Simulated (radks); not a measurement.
The numbers below are computed, except where a source is named.
Numerical settings for the europium ion Eu+, [Xe] 4f7 6s1. Code: a radial shooting solver on a logarithmic mesh with Libxc functionals. Model: scalar-relativistic Kohn-Sham, LDA (Slater exchange, Perdew-Wang correlation), spin-polarised, spherical densities, finite nucleus; open shells are filled with parallel spins first (spin-orbit coupling, left out, can overturn this in heavy ions); Fermi nuclear charge, rms radius 5.1115 fm. The defaults (mesh step 0.008 in ln r, mesh end at 40 bohr or more with all orbitals vanishing there, Anderson mixing 0.5 over 9 steps, residual threshold near 1e-9 with the energy settled to 1e-9 hartree or 1e-11 of itself, here a cap of 67 iterations) give E = -10835.9975 hartree and 6s at -9.138 eV in 16 iterations. Run on one thread of a shared host, so times are rough (Arm Neoverse N1): 0.35 s of CPU time, 0.35 s wall, 16 iterations on 2360 mesh points. Changes against that run (0 stands for a change within the tolerance of the run):

| setting | iterations | converged | E (mhartree) | e(6s) (meV) | CPU (s) |
|---|---|---|---|---|---|
| mesh step in ln r 0.02 | 16 | yes | +0.000473 | 0 | 0.16 |
| mesh step in ln r 0.08 | 3 | no | diverged | - | 0.03 |
| mesh step in ln r 0.012 | 16 | yes | 0 | 0 | 0.24 |
| mesh end (bohr) 20 | 16 | yes | 0 | 0 | 0.34 |
| mesh end (bohr) 8 | 16 | yes | +3.65 | +179 | 0.32 |
| residual threshold 1e-16 | 67 | no | 0 | 0 | 0.71 |
| residual threshold 0.1 | 11 | yes | 0 | -0.0135 | 0.27 |
| mixing 0.2 | 17 | yes | 0 | 0 | 0.38 |
| linear mixing, mixing 0.5 | 39 | yes | 0 | 0 | 0.69 |
| linear mixing, mixing 1 | 67 | no | +1.26e+05 | -3.13e+05 | 3.3 |
| mixing history 2 | 27 | yes | 0 | 0 | 0.5 |
| iteration cap 8 | 8 | no | +0.00483 | +4.36 | 0.19 |

Settings that end as converged yet miss the energy by more than 1 mhartree: mesh end (bohr) 8 (+0.00365 hartree). A mesh that ends early acts as a hard wall.
